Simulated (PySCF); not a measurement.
Xe⁴²⁺: ionisation energy

Xe⁴²⁺ [Ne] 3s2 (1S) → Xe⁴³⁺ [Ne] 3s1 (2S), as a difference of total energies. Calculation: PySCF 2.14, in an uncontracted even-tempered set (16 s from 8.4 bohr⁻², ratio 2.5; 10 p from 11 bohr⁻², ratio 2.5; 4 d from 40 bohr⁻², ratio 2.7; 4 f from 60 bohr⁻², ratio 2.7); the non-relativistic Hamiltonian (point nucleus). Correlated levels: outer shells: 1s2 frozen; virtual orbitals above 40 to 60 times the deepest correlated orbital energy dropped. The calculations carry no spin-orbit coupling.

```json
{"method": "UHF", "ionisation energy (eV)": "3122.3"}
{"method": "MP2 (outer shells)", "ionisation energy (eV)": "3126.4"}
{"method": "SCS-MP2 (outer shells)", "ionisation energy (eV)": "3127.0"}
{"method": "CCSD (outer shells)", "ionisation energy (eV)": "3127.9"}
{"method": "CCSD(T) (outer shells)", "ionisation energy (eV)": "3127.9"}
```

**Question.** How much does correlation contribute at CCSD(T) (outer shells)?

**Answer.** 3127.9 − (3122.3) = 5.6 eV, measured against UHF.

The gap to the reference is mostly relativistic.

For comparison: 3243 ± 4 eV (theoretical estimate listed by NIST; NIST Atomic Spectra Database, ionization energies).
